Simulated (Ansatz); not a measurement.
The same molecule with X = B, Al, Ga, In. Ansatz, PBE0-D4/def2-TZVP geometries, multiplicity 1.

Elements past krypton have def2 core potentials. Scalar relativity is left out up to krypton.

```csv
X,molecule,mean X–C bond length / Å,mean X–H bond length / Å,HOMO energy (PBE/def2-TZVPP) / eV,HOMO–LUMO gap (PBE0/def2-TZVPP) / eV,HOMO–LUMO gap (B3LYP/def2-TZVPP) / eV
B,`BC[SiH3]`,1.532,1.198,-7.67,7.68,7.24
Ga,`[SiH3][CH2][GaH2]`,1.967,1.571,-6.84,6.43,5.94
In,`[SiH3][CH2][InH2]`,2.161,1.726,-6.48,5.85,5.36
```

(1) Give the row for X = Al, `[AlH2][CH2][SiH3]`. (Best estimate.)

Results:

(1) Ansatz gave: 
```
 X             molecule  mean X–C bond length / Å  mean X–H bond length / Å  HOMO energy (PBE/def2-TZVPP) / eV  HOMO–LUMO gap (PBE0/def2-TZVPP) / eV  HOMO–LUMO gap (B3LYP/def2-TZVPP) / eV
Al  `[AlH2][CH2][SiH3]`                     1.948                     1.587                              -6.86                                  6.59                                   6.17
```

From B to In the mean X–C bond length rises at each step, by 0.629 Å in all; the mean X–H bond length isn't monotonic: highest at In, lowest at B; the HOMO energy (PBE/def2-TZVPP) rises at each step, by 1.19 eV in all; the HOMO–LUMO gap (PBE0/def2-TZVPP) falls at each step, by 1.83 eV in all; the HOMO–LUMO gap (B3LYP/def2-TZVPP) falls at each step, by 1.88 eV in all. Bonds lengthen as the atom grows down the group.

B3LYP here is the variant with VWN-RPA as its local correlation; programs differ in this.
